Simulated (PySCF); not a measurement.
BFO, triplet, at a GFN2-xTB geometry (a higher spin typed on purpose: for a closed-shell molecule this is an excited state); CASSCF(6,6)+NEVPT2/6-31G (PySCF).

Here is a job for PySCF.
```python
from pyscf import gto, scf, mcscf, mrpt
import numpy

mol = gto.Mole()
mol.atom = '''
    F    -0.997766    0.232658    0.132884
    B     0.045214   -0.546691   -0.352082
    O     1.094228    0.079941    0.070556
'''
mol.basis = '6-31g'
mol.charge = 0
mol.spin = 2
mol.verbose = 4
mol.build()

mf = scf.ROHF(mol)
mf.kernel()
mc = mcscf.CASSCF(mf, 6, 6)
mc.fix_spin_(ss=2.0)
mc.kernel()
occ = numpy.linalg.eigvalsh(mc.fcisolver.make_rdm1(mc.ci, mc.ncas, mc.nelecas))[::-1]
ss = mc.fcisolver.spin_square(mc.ci, mc.ncas, mc.nelecas)[0]
print('natural occupations', occ.round(4), ' <S^2>', round(ss, 4))
e2 = mrpt.NEVPT(mc).kernel()
print('E(NEVPT2) = %.10f' % (mc.e_tot + e2))
```

What the program printed (banner, timings and long lists left out):

```
PySCF version 2.14.0

[INPUT] verbose = 4
[INPUT] num. atoms = 3
[INPUT] num. electrons = 22
[INPUT] charge = 0
[INPUT] spin (= nelec alpha-beta = 2S) = 2
[INPUT] symmetry False subgroup None
[INPUT] Mole.unit = angstrom
[INPUT] Symbol           X                Y                Z      unit          X                Y                Z       unit  Magmom
[...]
nuclear repulsion = 51.6667032494654
number of shells = 15
number of NR pGTOs = 66
number of NR cGTOs = 27
basis = 6-31g
ecp = {}

******** <class 'pyscf.scf.rohf.ROHF'> ********
method = ROHF
initial guess = minao
damping factor = 0
level_shift factor = 0
DIIS = <class 'pyscf.scf.diis.CDIIS'>
diis_start_cycle = 1
diis_space = 8
diis_damp = 0
SCF conv_tol = 1e-09
SCF conv_tol_grad = None
SCF max_cycles = 50
direct_scf = True
direct_scf_tol = 1e-13
num. doubly occ = 10  num. singly occ = 2
Set gradient conv threshold to 3.16228e-05
init E= -199.01658636989
[...]
cycle= 1 E= -198.799250219531  delta_E= 0.217  |g|= 0.412  |ddm|= 1.44
[...]
cycle= 2 E= -198.871525987487  delta_E= -0.0723  |g|= 0.18  |ddm|= 0.632
[...]
cycle= 3 E= -198.882115398927  delta_E= -0.0106  |g|= 0.0618  |ddm|= 0.132
[...]
cycle= 4 E= -198.883825518876  delta_E= -0.00171  |g|= 0.0163  |ddm|= 0.0684
[...]
cycle= 5 E= -198.8840934011  delta_E= -0.000268  |g|= 0.00922  |ddm|= 0.0241
[...]
cycle= 6 E= -198.8841949677  delta_E= -0.000102  |g|= 0.00391  |ddm|= 0.0131
[...]
cycle= 7 E= -198.884255508315  delta_E= -6.05e-05  |g|= 0.00213  |ddm|= 0.0126
[...]
cycle= 8 E= -198.884277962438  delta_E= -2.25e-05  |g|= 0.000819  |ddm|= 0.00967
[...]
cycle= 9 E= -198.884281184461  delta_E= -3.22e-06  |g|= 0.000173  |ddm|= 0.00449
[...]
cycle= 10 E= -198.884281269496  delta_E= -8.5e-08  |g|= 4.86e-05  |ddm|= 0.000715
[...]
cycle= 11 E= -198.88428127233  delta_E= -2.83e-09  |g|= 1.03e-05  |ddm|= 0.000122
[...]
cycle= 12 E= -198.88428127242  delta_E= -8.98e-11  |g|= 3.65e-06  |ddm|= 1.63e-05
[...]
Extra cycle  E= -198.884281272426  delta_E= -6.2e-12  |g|= 1.8e-06  |ddm|= 4.03e-06
converged SCF energy = -198.884281272426

******** <class 'pyscf.mcscf.mc1step.CASSCF'> ********
CAS (4e+2e, 6o), ncore = 8, nvir = 13
max_cycle_macro = 50
max_cycle_micro = 4
conv_tol = 1e-07
conv_tol_grad = None
orbital rotation max_stepsize = 0.02
orbital rotation threshold for CI restart = 0.01
augmented hessian ah_max_cycle = 30
augmented hessian ah_conv_tol = 1e-12
augmented hessian ah_linear dependence = 1e-14
augmented hessian ah_level shift = 1e-08
augmented hessian ah_start_tol = 2.5
augmented hessian ah_start_cycle = 3
augmented hessian ah_grad_trust_region = 3
kf_trust_region = 3
kf_interval = 4
ci_response_space = 4
ci_grad_trust_region = 3
with_dep4 0
natorb = False
canonicalization = True
sorting_mo_energy = False
ao2mo_level = 2
internal_rotation = False
******** <class 'pyscf.fci.addons.SpinPenaltyFCISolver'> ********
max. cycles = 50
conv_tol = 1e-08
davidson only = True
linear dependence = 1e-12
level shift = 0.001
max iter space = 12
nroots = 1
pspace_size = 400
spin = None
CASCI E = -198.890565216931  S^2 = 2.0000000
Set conv_tol_grad to 0.000316228
macro iter   1 ( 21 JK    4 micro), CASSCF E = -198.900715469325  dE = -1.01502524e-02  S^2 = 2.0000000
               |grad[o]|=0.0189  |grad[c]|=0.0213  |ddm|=0.0298  |maxRot[o]|=0.314
macro iter   2 ( 21 JK    4 micro), CASSCF E = -198.910460652140  dE = -9.74518281e-03  S^2 = 2.0000000
               |grad[o]|=0.0296  |grad[c]|=0.0124  |ddm|=0.0236  |maxRot[o]|=0.301
macro iter   3 ( 21 JK    4 micro), CASSCF E = -198.918008320322  dE = -7.54766818e-03  S^2 = 2.0000000
               |grad[o]|=0.0237  |grad[c]|=0.0202  |ddm|=0.029  |maxRot[o]|=0.232
macro iter   4 ( 21 JK    4 micro), CASSCF E = -198.925733096719  dE = -7.72477640e-03  S^2 = 2.0000000
               |grad[o]|=0.0192  |grad[c]|=0.0225  |ddm|=0.0108  |maxRot[o]|=0.196
macro iter   5 ( 21 JK    4 micro), CASSCF E = -198.928830026296  dE = -3.09692958e-03  S^2 = 2.0000000
[...]
CASSCF energy = -198.935131758543
CASCI E = -198.935131758543  E(CI) = -12.4563809485091  S^2 = 2.0000000
natural occupations [1.9816 1.9741 1.0009 0.9998 0.0259 0.0177]  <S^2> 2.0

******** <class 'pyscf.mrpt.nevpt2.NEVPT'> ********
NEVPT2 (4e+2e, 6o), ncore = 8, nvir = 13
root = 0
Natural occ [1.98158686 1.97412541 1.00091537 0.99980434 0.02588412 0.0176839 ]
Natural orbital (expansion on meta-Lowdin AOs) in CAS space
               #1        #2        #3        #4        #5
0 F 1s           0.00008  -0.00000  -0.00005  -0.00010  -0.00000
0 F 2s           0.02764   0.00000   0.00598  -0.05781   0.00000
0 F 3s           0.00591  -0.00000   0.00696  -0.00996  -0.00000
0 F 2px          0.08856   0.00120   0.12009  -0.13221   0.00254
0 F 2py         -0.01171   0.04481   0.13124   0.08249   0.09466
0 F 2pz         -0.00602  -0.06942   0.08679   0.05095  -0.14666
0 F 3px          0.02082   0.00024   0.01895  -0.00391   0.00078
0 F 3py          0.00861   0.00897   0.02259   0.01724   0.02914
0 F 3pz          0.00592  -0.01390   0.01491   0.01106  -0.04514
1 B 1s           0.01146  -0.00000  -0.00679  -0.00446  -0.00000
1 B 2s          -0.30664   0.00000   0.57456   0.37462   0.00000
1 B 3s           0.06445   0.00000   0.03340   0.02877   0.00000
1 B 2px         -0.33053  -0.00526  -0.02762  -0.09775  -0.01093
1 B 2py         -0.06522  -0.19580  -0.52237  -0.23464  -0.40732
1 B 2pz         -0.04782   0.30335  -0.33764  -0.15314   0.63105
1 B 3px          0.11475   0.00061   0.03030   0.00316   0.00043
1 B 3py          0.04542   0.02269   0.05188   0.00136   0.01613
1 B 3pz          0.03130  -0.03515   0.03401   0.00093  -0.02499
2 O 1s           0.00104  -0.00000  -0.00009  -0.00011   0.00000
2 O 2s          -0.18938   0.00000  -0.01115  -0.02213  -0.00000
2 O 3s           0.03633  -0.00000   0.00730   0.00241   0.00000
2 O 2px          0.60718  -0.01350   0.40968  -0.54172   0.00455
2 O 2py          0.49490  -0.50308  -0.21870   0.56530   0.16936
2 O 2pz          0.32996   0.77941  -0.13406   0.35549  -0.26238
2 O 3px         -0.01760  -0.00005  -0.02704   0.00566  -0.00802
2 O 3py         -0.01611  -0.00193   0.03194   0.00591  -0.29895
2 O 3pz         -0.01071   0.00299   0.02015   0.00391   0.46316
               #6
0 F 1s          -0.00003
0 F 2s          -0.01410
0 F 3s          -0.02386
0 F 2px         -0.07042
0 F 2py         -0.05234
0 F 2pz         -0.03500
0 F 3px         -0.04452
0 F 3py         -0.03527
0 F 3pz         -0.02354
1 B 1s          -0.00335
1 B 2s           0.35872
1 B 3s          -0.17918
1 B 2px          0.50144
1 B 2py          0.26604
1 B 2pz          0.18040
1 B 3px         -0.23746
1 B 3py         -0.10689
1 B 3pz         -0.07310
2 O 1s           0.00126
2 O 2s          -0.33271
2 O 3s          -0.07573
2 O 2px          0.25750
2 O 2py          0.17825
2 O 2pz          0.11951
2 O 3px         -0.27292
2 O 3py         -0.25615
2 O 3pz         -0.17006
<CAS-nat-orb|mo-hf>  9      5       -0.53250241
<CAS-nat-orb|mo-hf>  9      7       -0.50992033
<CAS-nat-orb|mo-hf>  9      9        0.57089190
<CAS-nat-orb|mo-hf>  10     8        0.41364114
<CAS-nat-orb|mo-hf>  10     10       0.90972443
<CAS-nat-orb|mo-hf>  11     11       0.81275678
<CAS-nat-orb|mo-hf>  11     12       0.58239649
<CAS-nat-orb|mo-hf>  12     11      -0.58244710
<CAS-nat-orb|mo-hf>  12     12       0.81280299
<CAS-nat-orb|mo-hf>  13     13       0.76246708
<CAS-nat-orb|mo-hf>  13     21       0.62792906
<CAS-nat-orb|mo-hf>  14     19       0.70074963
<CAS-nat-orb|mo-hf>  14     20      -0.52210131
Sr    (-1)',   E = -0.01401218509064
Si    (+1)',   E = -0.00188542600198
Sijrs (0)  ,   E = -0.11603468072227
Sijr  (+1) ,   E = -0.01715983609340
Srsi  (-1) ,   E = -0.01709841879728
Srs   (-2) ,   E = -0.00565976468770
Sij   (+2) ,   E = -0.00158448328787
Sir   (0)' ,   E = -0.02043999120023
Nevpt2 Energy = -0.193874785881363
E(NEVPT2) = -199.1290065444
```
